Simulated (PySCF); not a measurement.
# Excitation energy of As⁺ by level of theory

As⁺ [Ar] 3d10 4s2 4p2 (3P) → As⁺ [Ar] 3d10 4s1 4p2 5s1 (5P), as a difference of total energies. Computed with PySCF 2.14 in aug-cc-pVTZ-PP with one added diffuse shell each of s, d, f type with ECP10MDF (7s5p5d3f, 68 functions), with a scalar-relativistic core potential. Correlated levels: valence: 3s2 3p6 3d10 frozen. The calculations carry no spin-orbit coupling.

```tsv
method	excitation energy (cm⁻¹)
UHF	127440
MP2 (valence)	135820
SCS-MP2 (valence)	138860
CCSD (valence)	137730
CCSD(T) (valence)	138020
```

The promoted electron is Rydberg-like, and one or two diffuse shells describe it only roughly, which tends to raise the upper state.
